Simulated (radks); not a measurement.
Neutral oxygen inside a hard spherical wall (all orbitals vanish at R), configuration held at [He] 2s2 2p4 and not refilled when levels cross. Calculated with a radial shooting solver on a logarithmic mesh with Libxc functionals: non-relativistic Kohn-Sham, PBE, spin-polarised, spherical densities, point nucleus; open shells are filled with parallel spins first. Eigenvalues in eV for spin up, with the zero of energy where the potential of the charges vanishes at infinity; a dash marks a level that is unbound or too diffuse for the functional's potential to be trusted. A positive occupied level is held by the wall or, in an anion where self-interaction has pushed it up, behind a barrier. The pressure on the wall is -dE/dV.

R (bohr)  E (hartree)  kinetic (hartree)    e(1s)    e(2s)    e(2p)  e(3s, empty)  e(3p, empty)  pressure (GPa)
free        -75.00096             74.797  -514.38  -25.169  -10.231             -             -               0
20          -75.00096             74.797  -514.38  -25.169  -10.231             -             -        < 0.0001
15          -75.00096             74.797  -514.38  -25.169  -10.231             -             -        < 0.0001
12          -75.00096             74.797  -514.38  -25.168  -10.231             -             -        < 0.0001
10          -75.00096             74.797  -514.38  -25.168  -10.230         0.183         1.749        < 0.0001
7           -75.00071             74.800  -514.34  -25.142  -10.205         1.508         3.996          0.0192
6           -74.99970             74.808  -514.24  -25.071  -10.131         2.903         5.987           0.134
5           -74.99439             74.845  -513.87  -24.818   -9.861         5.894         9.838            1.03
3.5         -74.90920             75.298  -510.62  -22.749   -7.520        20.778        26.258            32.7
2.5         -74.33968             77.593  -498.86  -15.073    1.188        61.680        65.324             521
